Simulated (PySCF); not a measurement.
# Computed vibrations of [Hg(NH3)3]2+

[Hg(NH3)3]2+ (singlet). PySCF 2.14.0, RKS PBE, Hg def2-SVP with ECP60, N def2-SVP, H def2-SVP; non-relativistic Hamiltonian with scalar-relativistic core potentials where named; density fitting; no spin-orbit coupling. Central differences of gradients.

```xyz
13

Hg    0.0000    0.0000    0.0000
N     2.2827    0.0024    0.0000
H     2.6707   -0.4788    0.8310
H     2.6707   -0.4788   -0.8310
H     2.6787    0.9587    0.0000
N    -1.1434    1.9756    0.0000
H    -0.9207    2.5523    0.8310
H    -0.9207    2.5523   -0.8310
H    -2.1696    1.8405    0.0000
N    -1.1392   -1.9781    0.0000
H    -1.7500   -2.0735    0.8310
H    -1.7500   -2.0735   -0.8310
H    -0.5091   -2.7992    0.0000
```

Run from Python with OMP_NUM_THREADS=2. Where DIIS fails, smearing, a level shift and second-order steps follow.
It took 88 s on 2 threads of Arm Neoverse V1, on a shared host.

Q: What are the harmonic wavenumbers and infrared intensities?

A: Modes are labelled in C3h; negative numbers are unstable modes, those under 60 cm⁻¹ near the noise; a finer grid moves soft modes by up to 10 cm⁻¹.
```
cm⁻¹  km/mol  symmetry
 -48       –       e''
 -48       –       e''
 -38       –       a''
  35     6.6        e'
  35     6.6        e'
 105    40.0       a''
 342     6.9        e'
 342     6.9        e'
 347     0.0        a'
 670     0.0        a'
 676     0.0       e''
 676     0.0       e''
 705    90.9        e'
 705    90.9        e'
 714   115.5       a''
1252    68.3        e'
1252    68.3        e'
1261     0.0        a'
1565    42.4        e'
1565    42.4        e'
1568   106.0       a''
1568     0.0        a'
1570     0.0       e''
1570     0.0       e''
3338   208.0        e'
3338   208.0        e'
3345     0.0        a'
3441     0.0       e''
3441     0.0       e''
3442   373.0       a''
3446     0.0        a'
3447   183.1        e'
3447   183.1        e'
```

Q: Is this a minimum?

A: Probably not: 3 unstable, though so soft as to be near the noise; the lowest moves the atoms so:
```
Hg   0.00  0.00  0.00
N    0.00  0.00  0.03
H   -0.01 -0.16 -0.06
H    0.01  0.16 -0.06
H    0.00  0.00  0.22
N    0.00  0.00 -0.03
H    0.20  0.13 -0.17
H   -0.20 -0.13 -0.17
H    0.00  0.00  0.24
N    0.00  0.00  0.00
H    0.35 -0.20  0.23
H   -0.35  0.20  0.23
H    0.00  0.00 -0.47
```
